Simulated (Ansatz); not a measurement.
Species: C4H5SSi (charge 0, doublet). It need not be the lowest isomer of its formula. SMILES: [SiH3]c1c[c]sc1
Geometry: optimised at B3LYP-D3(BJ)/def2-TZVP (Ansatz, an electronic-structure program).

Parts of the frozen-core correlation energy in cc-pwCVTZ (Ansatz, hartree). Frozen orbitals: 14; correlated occupied orbitals by spin: 16 and 15; virtual: 330 and 331. Open shells are spin-unrestricted. Spin-orbit coupling is left out. Non-relativistic.

```csv
term,value
reference (HF),-840.84711
MP2 opposite-spin,(withheld)
MP2 same-spin,-0.21643
CCSD correlation,(withheld)
(T),(withheld)
T1 diagnostic,0.038
largest doubles amplitude,0.066
<S^2> of the reference,1.113
```

### Question
Some entries are withheld; supply them.

### Answer

- MP2 opposite-spin, value: -0.66705
- CCSD correlation, value: -0.94415
- (T), value: -0.05259
